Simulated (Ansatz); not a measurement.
CH5OSSi (`CO[SiH2][S]`) radical. Charge 0, multiplicity 2. The geometry is a stationary point of PBE0-D4/def2-TZVP. It is one conformer, not always the lowest.

```xyz
9

C     0.655    0.818    0.918
O     0.358   -0.512    0.552
Si   -0.471   -0.922   -0.794
S    -2.407   -0.083   -0.961
H     1.203    0.795    1.860
H    -0.260    1.403    1.055
H     1.277    1.309    0.161
H    -0.557   -2.398   -0.767
H     0.202   -0.410   -2.024
```

Question: What is the dipole moment at B3LYP/def2-TZVPP? (An estimate is asked.)

Answer: The calculation gave: 1.27 D, with components (1.02, 0.75, 0.17) D in this frame, pointing from negative to positive charge.

Question: And with PBE, r2SCAN, ωB97M-V? (An estimate is asked.)

Answer: The calculation gave: PBE 1.33 D, r2SCAN 1.31 D, ωB97M-V 1.25 D.

Question: Give the Mulliken charges with B3LYP, r2SCAN, PBE in def2-TZVPP. (Estimate.)

Answer: Ansatz gave: 
```
atom  B3LYP  r2SCAN    PBE
  C1  -0.12    0.00  -0.14
  O2  -0.37   -0.38  -0.30
 Si3   0.51    0.53   0.42
  S4  -0.21   -0.22  -0.20
  H5   0.12    0.07   0.11
  H6   0.11    0.07   0.10
  H7   0.10    0.06   0.10
  H8  -0.05   -0.06  -0.04
  H9  -0.07   -0.07  -0.06
```

B3LYP here is the variant with VWN-RPA as its local correlation; programs differ in this.
